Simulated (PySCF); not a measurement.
# Rotational lines of TeC

Lines J+1 ← J of the vibrational ground state, computed from RHF-CCSD(T) constants of TeC, ¹Σ⁺ (singlet), closed shell (Te aug-cc-pVDZ-PP with ECP28, C aug-cc-pVDZ; scalar-relativistic core potentials (PySCF 2.14); masses 129.9062 and 12.0000 u), in MHz:

```
J   ν (MHz)
0   24663.6
1   49326.9
2   73989.5
3   98651.3
4  123311.9
```

Question: Find B0 and the effective bond length r0; with αe = 0.00265 cm⁻¹, find Re.

Answer: ν = 2B0(J+1) − 4D(J+1)³ gives B0 = 0.41134 cm⁻¹. With the reduced mass μred = 10.985 u, r0 = √(16.8576/(μred·B0)) (u, cm⁻¹, Å) = 1.9315 Å. Be = B0 + αe/2 = 0.41267 cm⁻¹ gives Re = 1.928 Å.

Correlated steps freeze 5 core orbitals. Correlated levels converge slowly with the basis: in double zeta they bind strong bonds too weakly, by up to about 1 eV, and carry superposition errors of some tenths. These are scalar-relativistic numbers at best; spin–orbit coupling would shift them, the dissociation energy most. Where the molecule has an RHF reference, its open-shell atoms are computed with UHF. The CCSD T1 diagnostic is raised, a sign that a single reference may not be enough here.
